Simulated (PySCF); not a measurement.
## Excitation energy of Ba by level of theory

Ba [Xe] 6s2 (1S) → Ba [Xe] 6s1 6p1 (3P), as a difference of total energies. All numbers are calculated (PySCF 2.14, the spin-free X2C one-electron Hamiltonian (Gaussian nucleus), in x2c-TZVPPall). Correlated levels: valence and next inner shell: [Kr] 4d10 frozen. The calculations carry no spin-orbit coupling.

```csv
method,excitation energy (eV),error (eV)
UHF,0.797,-0.825
MP2 (valence and next inner shell),1.577,-0.045
SCS-MP2 (valence and next inner shell),1.619,-0.003
CCSD (valence and next inner shell),1.525,-0.097
CCSD(T) (valence and next inner shell),1.597,-0.025
```

Reference: 1.622 eV (measured; NIST levels, between the centres of gravity of the two terms).

Errors of the correlated levels include the incompleteness of this basis and the frozen core.

The basis was made for the ground configuration and has no added diffuse functions, so the excitation energy can come out too high.
